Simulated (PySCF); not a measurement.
## Computed structure and properties of Yb(OH)3

System: Yb(OH)3 (singlet in the valence; each metal's 4f electrons, 13 of them, lie in its core potential, out of spins and levels); start: template (C3v). Method: PySCF 2.14.0, RKS PBE, Yb lcecp-1-SVP with ECP59, O def2-SVP, H def2-SVP; non-relativistic Hamiltonian with scalar-relativistic core potentials where named; density fitting; no spin-orbit coupling.

Input of the relaxation:

```python
mol = gto.M(atom='''
Yb     0.00000     0.00000    -0.00470
O      2.10978     0.00002    -0.00470
H      3.00982     0.00003     0.34530
O     -1.05491     1.82711    -0.00470
H     -1.50494     2.60657     0.34530
O     -1.05487    -1.82713    -0.00470
H     -1.50489    -2.60660     0.34530''',
    basis={'Yb': 'lcecp-1-SVP', 'O': 'def2-SVP', 'H': 'def2-SVP'},
    ecp={'Yb': 'lcecp-1-SVP'},
    charge=0, spin=0)
mf = dft.RKS(mol, xc='PBE')
mf.grids.atom_grid = (50, 194)  # f atoms: unpruned, at least (60, 302)
mf = mf.density_fit()  # fitting sets: Yb AutoAux, O def2-universal-JKFIT, H def2-universal-JKFIT
mf.conv_tol = 1e-08; mf.max_cycle = 55
mf.kernel(dm0)  # dm0: converged density of the start geometry
# quasi-Newton relaxation in Cartesian coordinates to a largest gradient under 0.00045 Eh/bohr, steps kept in the point group
```

Run from Python with OMP_NUM_THREADS=2; the lines above give its settings. Where DIIS fails, smearing, a level shift and second-order steps follow.
It took 85 s on 2 threads of Arm Neoverse N1 (shared host), from the converged density of the start.

Course of the relaxation:

| step | energy above end (eV) | largest force component within the symmetry (eV/Å) |
| --- | --- | --- |
| 0 | 0.3890 | 1.834 |
| 1 | 0.1404 | 0.662 |
| 2 | 0.0591 | 0.424 |
| 3 | 0.0359 | 0.446 |
| 4 | 0.0265 | 0.114 |
| 5 | 0.0221 | 0.227 |
| 6 | 0.0160 | 0.431 |
| 7 | 0.0113 | 0.286 |
| 10 | 0.0019 | 0.094 |
| 11 | 0.0010 | 0.050 |
| 12 | 0.0004 | 0.040 |
| 13 | 0.0001 | 0.006 |
| 14 | 0.0001 | 0.046 |
| 15 | 0.0000 | 0.002 |
(The steps between are left out.)

Relaxed geometry (D3h):

```xyz
7

Yb    0.0000    0.0000    0.1380
O     2.0096    0.0000    0.1437
H     2.9745    0.0000    0.1493
O    -1.0048    1.7404    0.1437
H    -1.4873    2.5760    0.1493
O    -1.0048   -1.7404    0.1437
H    -1.4872   -2.5760    0.1493
```

| contact | Å |
| --- | --- |
| Yb1–O2 (OH) | 2.010 |
| Yb1–O4 (OH) | 2.010 |
| Yb1–O6 (OH) | 2.010 |

On the finer grid (75, 302):

The HOMO is -5.96 eV, the LUMO is -2.07 eV and the dipole about the centre of mass is 0.01 D. The set of Mulliken populations of Yb1 outside the core potential is s 2.19, p 6.44, d 1.47, f 0.07. The D3(BJ) dispersion energy (not in the energies) is -0.086 eV.

```csv
atom,Mulliken (e),Löwdin (e),spin (e)
Yb1,0.83,0.50,0.00
O2,-0.44,-0.25,0.00
H3,0.17,0.09,0.00
O4,-0.44,-0.25,0.00
H5,0.17,0.09,0.00
O6,-0.44,-0.25,0.00
H7,0.17,0.09,0.00
```

The 4f levels lie in the core potential and are missing. Their spin isn't counted.

On the grid (50, 194), as all that follows. Harmonic modes: a minimum within the noise of the softest modes; lowest 31 cm⁻¹ (negative: unstable), highest 3880 cm⁻¹, zero-point energy 0.998 eV.

Taking off one OH (charge -1, singlet; the rest: singlet) in vacuum, both parts rigid, costs 11.64 eV; the small basis without counterpoise inflates it. Most of it is the attraction of opposite charges; other ways to part are cheaper, and one spin state was tried for the rest.

Rigid scan of OH along the line from its metal:

```json
{"distance to O2 (Å)": "1.71", "energy (eV)": "1.496"}
{"distance to O2 (Å)": "1.81", "energy (eV)": "0.566"}
{"distance to O2 (Å)": "1.91", "energy (eV)": "0.121"}
{"distance to O2 (Å)": "2.01", "energy (eV)": "0.000"}
{"distance to O2 (Å)": "2.11", "energy (eV)": "0.090"}
{"distance to O2 (Å)": "2.21", "energy (eV)": "0.315"}
{"distance to O2 (Å)": "2.41", "energy (eV)": "0.974"}
{"distance to O2 (Å)": "2.71", "energy (eV)": "2.103"}
```

One start shape was tried, so this needn't be the lowest isomer.

An lcecp potential fixes the number of 4f electrons, so in runs with it no electron can move into or out of that shell.
